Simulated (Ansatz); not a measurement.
`[CH3][Ti]([F])([F])[F]` + H–F → `[F][Ti]([F])([F])[F]` + CH₄ at 400 K and 1 bar (ligand exchange at a Ti–C bond).

Isolated molecules relaxed with PBE0-D4/def2-TZVP in Ansatz; ΔE leaves out vibrations. CCSD(T)/CBS is the MP2 limit (def2-TZVPP, def2-QZVPP) plus CCSD(T) − MP2 in def2-TZVPP, frozen cores. This one scheme is used for every species. For Ti outer-core shells are correlated without core-valence functions, which leaves a few kJ/mol of doubt a bond. Scalar relativity is left out up to krypton.

```csv
species,CCSD(T)/CBS energy (Eh),H − E (kJ/mol),S (J/(mol·K))
`[CH3][Ti]([F])([F])[F]`,-1188.36791,142.8,375.6
H–F,-100.39570,36.5,182.2
`[F][Ti]([F])([F])[F]`,-1248.36877,52.0,331.7
CH₄,-40.46206,131.3,197.2
```

H − E and S are ideal-gas, rigid-rotor, harmonic terms from PBE0-D4/def2-TZVP. 1 Eh = 2625.50 kJ/mol, R = 8.31446 J/(mol·K).

Q: By hand: ΔE, ΔH, ΔS and ΔG.

A: ΔE = (-1248.36877) + (-40.46206) − (-1188.36791) − (-100.39570) = -0.06722 Eh = -176.5 kJ/mol. Δ(H − E) = 52.0 + 131.3 − 142.8 − 36.5 = 4.0, so ΔH = -172.5 kJ/mol. ΔS = 331.7 + 197.2 − 375.6 − 182.2 = -28.9 J/(mol·K). ΔG = -172.5 − 400 × (-28.9)/1000 = -160.9 kJ/mol.

Q: By hand: the equilibrium constant, and the temperature at which ΔG would vanish if ΔH and ΔS stayed fixed.

A: log₁₀ K = −ΔG/(RT ln 10) = 21.0. ΔG = 0 at ΔH/ΔS = 5969 K, far beyond where these terms or the molecules hold.

ΔH outweighs TΔS. A doubt of 5 kJ/mol in ΔE shifts log₁₀ K by 0.7 here. These are equilibria of isolated gas molecules and say nothing of rates. Largest T1 diagnostic: 0.023 (customary marks: 0.02 for closed shells, 0.045 for open ones).
